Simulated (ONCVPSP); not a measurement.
## Potentials for Ru (Z = 44) compared

Generated with ld1.x 7.5 (TM, RRKJ, ultrasoft, PAW), atompaw 4.2 or ONCVPSP 4.0.1. The cutoff is in Ry: for ld1.x and atompaw files where the sum of valence levels is converged to 10 mRy in a Bessel basis, for ONCV files where the hardest occupied wave has 1 mHa per electron of residual kinetic energy. The error is the largest all-electron minus pseudo excitation energy over each file’s own four to seven test configurations (ionisations up to +4, promotions, holes and added fractions of an electron), all of which were solved. The labels leave out finer settings (local radius, basis sizes, second energies), which also bear on the numbers. Spin-polarised tests are not counted. The rows are a selection from randomly drawn settings: files with unsolved tests, undetermined cutoffs or missed reference levels are left out.

A true bound ghost makes a file unfit for plane-wave use even where its test errors are small: the radial tests pick states by their node count and pass the ghost by.

| potential | cutoff (Ry) | largest error (meV) | bound ghosts |
| --- | --- | --- | --- |
| ONCV, LDA (Perdew-Zunger), scalar-relativistic, rc 1.35/1.80/1.35 (spd), local d, core correction yes, reference 4s2 4p6 4d6, qcut 8.8/6.5/12, projectors 2/2/0 | 59 | +2.5 | none |
| ONCV, PBE, scalar-relativistic, rc 1.80/1.70/2.20 (spd), local smoothed, core correction no, reference 4s2 4p6 4d7 5s1, qcut 7.8/9.1/6.8, projectors 2/2/2 | 37 | +36 | none |
| ONCV, Wu-Cohen, scalar-relativistic, rc 1.95/1.15/2.30 (spd), local smoothed, core correction yes, reference 4s2 4p6 4d7 5s1, qcut 7.8/7/6.7, projectors 2/1/2 | 173 | +77 | s |
| ONCV, PBE, scalar-relativistic, rc 1.70/1.05/1.90 (spd), local smoothed, core correction yes, reference 4s2 4p6 4d7, qcut 7/8.5/7.5, projectors 1/3/3 | 70 | +343 | s, p |
| ONCV, PBEsol, scalar-relativistic, rc 1.95/1.10/2.00/1.75 (spdf), local smoothed, core correction yes, reference 4s2 4p6 4d7 5s1, qcut 6.2/8.3/9.3/7.3, projectors 2/2/2/2 | 78 | +2.9 | none |

(1) Fill in the row for Ru: ONCV, PBE, fully relativistic, rc 1.00/1.15/1.95 (spd), local smoothed, core correction yes, reference 4s2 4p6 4d7, qcut 5/8/6.6, projectors 2/2/2.

Results:

(1) cutoff 231 Ry, largest error -56 meV, bound ghosts: none.
